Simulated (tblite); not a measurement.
Compound: C3H15NSi3.
Bonds: C1–N2, N2–Si3, Si3–C4, C4–C5, C5–Si6, C5–Si7. Hydrogens: H8, H9, H10 on C1; H11 on N2; H12, H13 on Si3; H14, H15 on C4; H16 on C5; H17, H18, H19 on Si6; H20, H21, H22 on Si7.

Computed with GFN2-xTB (tblite), gas phase: L-BFGS steps from a force-field or distance-geometry start until the largest atomic force falls under 0.01 eV/Å.

Step 6: E = -603.5101 eV
```
atom  x, y, z in Å  |  force x, y, z in eV/Å
C1     -2.8930    0.5434    0.7197   -0.021   0.079   0.004
N2     -2.1817   -0.7194    0.6881   -0.190  -0.053  -0.060
Si3    -1.3325   -1.2851   -0.7105    0.063  -0.037  -0.057
C4      0.0758   -0.0865   -1.1851    0.015   0.011  -0.132
C5      1.0891    0.3149   -0.0989   -0.355  -0.068  -0.017
Si6     2.1419    1.8094   -0.6198   -0.062  -0.025   0.014
Si7     2.2905   -1.0503    0.4424   -0.055  -0.088   0.017
H8     -3.2725    0.7169    1.7305    0.049   0.049  -0.085
H9     -2.2160    1.3519    0.4544    0.092  -0.005   0.026
H10    -3.7400    0.5869    0.0200    0.040  -0.081   0.074
H11    -2.7828   -1.4322    1.0810    0.125  -0.033   0.107
H12    -0.8233   -2.6116   -0.3428   -0.053   0.083   0.031
H13    -2.2675   -1.4279   -1.8583    0.226   0.045   0.003
H14     0.6164   -0.5170   -2.0279    0.044  -0.106  -0.080
H15    -0.3959    0.8141   -1.5930    0.021   0.079   0.066
H16     0.4946    0.5977    0.7711    0.051   0.092   0.202
H17     2.9882    1.4234   -1.7442    0.026   0.040  -0.138
H18     1.2895    2.9357   -0.9945   -0.057   0.077  -0.050
H19     2.9991    2.1920    0.4966    0.042   0.104   0.072
H20     3.1217   -1.4233   -0.7019    0.007  -0.109  -0.072
H21     1.6074   -2.2205    0.9892   -0.015  -0.037  -0.014
H22     3.1807   -0.4931    1.4622    0.008  -0.018   0.088
```

Step 7: E = -603.5218 eV
```
atom  x, y, z in Å  |  force x, y, z in eV/Å
C1     -2.8920    0.5418    0.7202   -0.046   0.104  -0.002
N2     -2.1889   -0.7235    0.6870   -0.119  -0.030  -0.045
Si3    -1.3323   -1.2813   -0.7084    0.045  -0.082  -0.112
C4      0.0767   -0.0854   -1.1875    0.002   0.022  -0.113
C5      1.0851    0.3126   -0.0988   -0.270  -0.022  -0.019
Si6     2.1335    1.8102   -0.6222    0.049   0.078   0.010
Si7     2.2820   -1.0547    0.4411    0.026  -0.188   0.072
H8     -3.2717    0.7196    1.7300    0.062   0.052  -0.075
H9     -2.2094    1.3449    0.4517    0.074   0.001   0.034
H10    -3.7392    0.5881    0.0217    0.026  -0.069   0.060
H11    -2.7804   -1.4325    1.0985    0.113  -0.056   0.073
H12    -0.8273   -2.6081   -0.3397   -0.036   0.068   0.040
H13    -2.2511   -1.4281   -1.8690    0.201   0.054   0.021
H14     0.6231   -0.5155   -2.0278   -0.005  -0.096  -0.063
H15    -0.3881    0.8208   -1.5911   -0.008   0.046   0.032
H16     0.4958    0.5972    0.7727    0.003   0.093   0.219
H17     2.9890    1.4265   -1.7479   -0.049   0.062  -0.063
H18     1.2837    2.9476   -0.9998    0.012  -0.047  -0.010
H19     2.9991    2.1952    0.4959   -0.041   0.073  -0.016
H20     3.1214   -1.4267   -0.7021   -0.043  -0.097  -0.031
H21     1.6032   -2.2337    0.9937    0.037   0.077  -0.070
H22     3.1773   -0.4957    1.4602   -0.034  -0.041   0.056
```

Step 8: E = -603.5308 eV
```
atom  x, y, z in Å  |  force x, y, z in eV/Å
C1     -2.8914    0.5421    0.7202   -0.026   0.066  -0.014
N2     -2.1964   -0.7270    0.6842   -0.028  -0.010  -0.048
Si3    -1.3313   -1.2792   -0.7082    0.014  -0.069  -0.096
C4      0.0767   -0.0845   -1.1918   -0.016   0.022  -0.054
C5      1.0775    0.3102   -0.0985   -0.082   0.024   0.026
Si6     2.1277    1.8113   -0.6236    0.095   0.103   0.006
Si7     2.2759   -1.0602    0.4408    0.060  -0.165   0.069
H8     -3.2699    0.7229    1.7285    0.060   0.056  -0.032
H9     -2.2028    1.3399    0.4505    0.051   0.003   0.028
H10    -3.7385    0.5875    0.0240   -0.007  -0.033   0.024
H11    -2.7764   -1.4341    1.1134    0.097  -0.057   0.041
H12    -0.8310   -2.6042   -0.3365   -0.010   0.029   0.053
H13    -2.2344   -1.4272   -1.8768    0.148   0.049  -0.006
H14     0.6283   -0.5165   -2.0294   -0.047  -0.061  -0.035
H15    -0.3824    0.8269   -1.5890   -0.033   0.014  -0.017
H16     0.4968    0.5988    0.7786   -0.030   0.064   0.162
H17     2.9888    1.4302   -1.7523   -0.108   0.076   0.003
H18     1.2793    2.9559   -1.0042    0.058  -0.130   0.019
H19     2.9986    2.1994    0.4955   -0.097   0.047  -0.075
H20     3.1203   -1.4315   -0.7030   -0.083  -0.084   0.010
H21     1.6002   -2.2430    0.9960    0.053   0.116  -0.090
H22     3.1741   -0.4984    1.4602   -0.069  -0.061   0.025
```

Problem. Estimate the geometry and energy of step 9. (The exact step hangs on the optimiser's Hessian estimate; all steps are aligned on step 8, rigid shifts and turns removed.)

Solution. E = -603.5367 eV, largest force 0.165 eV/Å
```
atom  x, y, z in Å  |  force x, y, z in eV/Å
C1     -2.8911    0.5432    0.7199    0.008   0.006  -0.023
N2     -2.2019   -0.7295    0.6809    0.035   0.003  -0.051
Si3    -1.3304   -1.2788   -0.7095   -0.003  -0.027  -0.039
C4      0.0761   -0.0837   -1.1958   -0.014   0.022   0.021
C5      1.0712    0.3090   -0.0974    0.073   0.048   0.067
Si6     2.1253    1.8131   -0.6243    0.071   0.054   0.010
Si7     2.2729   -1.0659    0.4414    0.046  -0.058   0.027
H8     -3.2677    0.7262    1.7270    0.052   0.054   0.008
H9     -2.1974    1.3369    0.4503    0.029   0.002   0.013
H10    -3.7383    0.5864    0.0259   -0.032   0.005  -0.007
H11    -2.7717   -1.4363    1.1239    0.086  -0.040   0.016
H12    -0.8336   -2.6012   -0.3334    0.012  -0.010   0.061
H13    -2.2207   -1.4256   -1.8820    0.088   0.036  -0.057
H14     0.6308   -0.5186   -2.0313   -0.071  -0.021  -0.005
H15    -0.3796    0.8313   -1.5880   -0.044  -0.011  -0.053
H16     0.4970    0.6013    0.7857   -0.033   0.026   0.071
H17     2.9867    1.4341   -1.7555   -0.125   0.076   0.029
H18     1.2774    2.9592   -1.0068    0.066  -0.149   0.028
H19     2.9966    2.2034    0.4942   -0.103   0.041  -0.080
H20     3.1181   -1.4365   -0.7036   -0.098  -0.076   0.028
H21     1.5990   -2.2474    0.9960    0.036   0.088  -0.077
H22     3.1708   -0.5014    1.4609   -0.078  -0.070   0.014
```

The energy changes by -0.0059 eV. The first-order estimate −F·Δx gives -0.0084 eV and the mean of the old and new forces, exact on a quadratic surface, -0.0059 eV. The step makes an angle of 58° with the force vector and moves no atom by more than 0.015 Å.

What follows is the cost of the whole relaxation. Hardware: an Arm Neoverse V1 with one thread, on a shared host. Cost: 0.97 s of wall time.
